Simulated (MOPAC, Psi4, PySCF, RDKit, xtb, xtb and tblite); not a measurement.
Conformational energy of H9BGeO2Si2, SMILES [GeH3][SiH2][SiH2]B(O)O, singlet. Scanned: dihedral H7–O1–B2–Si4; all other coordinates were relaxed at GFN2-xTB. Points at φ and −φ are mirror images.

Geometry of the scan point at -60° (Å):
```
15

O      2.8734     0.9841     0.2610
B      1.6305     0.4942     0.5485
O      0.6113     1.3796     0.4324
Si     0.9984    -1.3829     0.5054
Si    -1.2704    -1.3344     0.0180
Ge    -2.1419     0.8324     0.1578
H      3.6318     0.6965     0.7608
H      0.8558     2.2940     0.2676
H      1.7507    -2.1526    -0.5049
H      1.2494    -2.1659     1.7320
H     -1.5808    -1.8431    -1.3275
H     -2.0624    -2.1907     0.9134
H     -3.6539     0.8646     0.0297
H     -1.9446     1.5852     1.4425
H     -1.7460     1.8156    -0.9076
```

GFN2-xTB (xtb and tblite); B3LYP/def2-SVP // GFN2-xTB (Psi4); B3LYP-D3(BJ)/def2-SVP // GFN2-xTB (Psi4); PBE/def2-SVP // GFN2-xTB (Psi4); PBE-D3(BJ)/def2-SVP // GFN2-xTB (Psi4); UFF // GFN2-xTB (RDKit); PM3, restricted, heats of formation // GFN2-xTB (MOPAC); AM1, restricted, heats of formation // GFN2-xTB (MOPAC); GFN1-xTB // GFN2-xTB (xtb); RKS-B3LYP/6-31G* = restricted B3LYP/6-31G*, spherical d, density fitting // GFN2-xTB (PySCF); RHF/STO-3G = restricted Hartree-Fock/STO-3G // GFN2-xTB (PySCF); RHF/6-31G* = PySCF with restricted Hartree-Fock/6-31G*, spherical d, density fitting // GFN2-xTB; RKS-M06-2X/6-31G* = restricted M06-2X/6-31G*, spherical d, density fitting // GFN2-xTB in PySCF 2.14.0.

Least-squares fit of E(φ) = a0 + Σ (a_n cos nφ + b_n sin nφ), n = 1 to 4, to the 18 scan points, in kJ/mol above the lowest point of each profile (levels whose profile four harmonics don't fit are not listed):

```tsv
method	a0	a1	b1	a2	b2	a3	b3	a4	b4	rms of fit
GFN2-xTB	17.22	-1.54	0.00	-19.24	0.00	2.10	0.00	2.53	0.00	0.77
B3LYP/def2-SVP	23.43	-8.16	0.00	-17.62	0.00	1.63	0.00	0.97	0.00	0.26
B3LYP-D3(BJ)/def2-SVP	23.61	-8.30	0.00	-17.70	0.00	1.63	0.00	1.05	0.00	0.24
PBE/def2-SVP	23.62	-8.78	0.00	-17.55	0.00	1.95	0.00	1.20	0.00	0.25
PBE-D3(BJ)/def2-SVP	23.71	-8.84	0.00	-17.59	0.00	1.94	0.00	1.24	0.00	0.26
UFF	19.04	3.60	0.00	15.66	0.00	-2.69	0.00	-1.13	0.00	0.80
PM3	21.42	2.01	0.00	-18.71	0.00	2.73	0.00	1.62	0.00	0.64
AM1	20.85	-1.92	0.00	-22.30	0.00	3.44	0.00	2.69	0.00	1.15
GFN1-xTB	14.69	0.92	0.00	-14.87	0.00	1.15	0.00	2.35	0.00	0.70
RKS-B3LYP/6-31G*	24.38	-9.05	0.00	-18.20	0.00	2.05	0.00	1.24	0.00	0.24
RHF/STO-3G	32.75	-9.65	0.00	-28.24	0.00	3.90	0.00	2.07	0.00	0.58
RHF/6-31G*	24.52	-8.31	0.00	-18.23	0.00	1.24	0.00	0.79	0.00	0.43
RKS-M06-2X/6-31G*	24.54	-9.15	0.00	-18.20	0.00	1.92	0.00	1.33	0.00	0.23
```
